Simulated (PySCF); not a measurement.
SMILES [O]([Zn][SeH])C at its CAM-B3LYP/def2-SVP optimised geometry (Å):

```
8

Zn    -0.7163     0.7618     0.0000
O      1.0471     0.7618     0.0000
C      1.9416    -0.3019     0.0360
H      1.8606    -0.9740    -0.8424
H      2.9774     0.0841     0.0425
H      1.8356    -0.9367     0.9391
Se    -2.9774     0.9740     0.0000
H     -3.0172     0.9288    -1.4698
```

Level of theory: CAM-B3LYP/def2-TZVP (PySCF).

Map of the deformation density (molecule minus spherical neutral atoms) (e/bohr³) on the plane z = 0.6 Å:

```
|...........................|
|...........................|
|...........................|
|...........................|
|...........................|
|...........................|
|...........................|
|...........................|
|.....:.....................|
|....:::.........:..........|
|....::..:.....::-:.........|
|....::..:..  .:--.  .......|
|....:::::.....::..  .......|
|.....:...........  .:......|
|................ -*-.......|
|.................+@-.......|
|.................-=........|
|...........................|
|...........................|
|...........................|
|...........................|
|...........................|
|...........................|
|...........................|
|...........................|
|...........................|
|...........................|
```
Scale: ten equal steps from -0.018 (start of ' ') to 0.099 (end of '@'), in the order ' .:-=+*#%@'; x runs from -5.00 to 5.00, y from -5.00 (bottom) to 5.00 (top).
